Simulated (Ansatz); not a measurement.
# doublet F: levels of theory in one basis

A single F atom.

Basis set: 6-31G (spherical functions). Correlated methods keep 1 orbital frozen. Correlation on ROHF uses semicanonical orbitals with singles. Charge 0, multiplicity 2.

Computed with Ansatz (development build ahead of 0.2.0); each method stands on the lowest determinant of its kind that the runs found.

| method | E − E(ROHF) (eV) | <S²> of the determinant |
| --- | --- | --- |
| ROHF | 0.00 | 0.75 |
| UHF | -0.02 | 0.75 |
| ROHF-MP2 | -2.17 | – |
| UHF-MP2 | -2.17 | 0.75 |
| ROHF-CCSD | -2.33 | – |
| ROHF-CCSD(T) | -2.35 | – |
| UHF-BCCD(T) | -2.35 | 0.75 |
| full CI (lowest root of this spin) | -2.35 | – |

Question: Is a single determinant a sound starting point here?

Answer: By this sign, yes. Unrestricted orbitals gain 0.02 eV and <S²> is 0.75 against 0.75 for a pure state.
